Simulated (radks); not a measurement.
Question: The selenium ion Se31+, [He] 2s1. All-electron calculation, non-relativistic Kohn-Sham, PBE, spin-polarised, spherical densities, point nucleus. Program: a radial shooting solver on a logarithmic mesh with Libxc functionals. Every spin shell is full or empty, so the densities are truly spherical. Functionals are evaluated on that one density, not self-consistently. Rank these orbital-free kinetic functionals by their error against the exact value of the orbitals, and give that value: Thomas-Fermi, von Weizsacker, TF + vW, TF + vW/5, revAPBEK, Perdew 92, Thakkar, Pearson, LKT, PG1, DePristo-Kress, Ernzerhof.

Answer: Exact: 1265.74 hartree. From best to worst, with 100 (|E| - |E exact|)/|E exact| (equal figures are ties): DePristo-Kress -0.18, Thakkar +0.30, Perdew 92 +0.34, revAPBEK +0.88, Ernzerhof +3.13, Pearson -4.10, von Weizsacker -7.52, TF + vW/5 +8.54, Thomas-Fermi -9.96, PG1 +47.26, LKT +54.43, TF + vW +82.52.
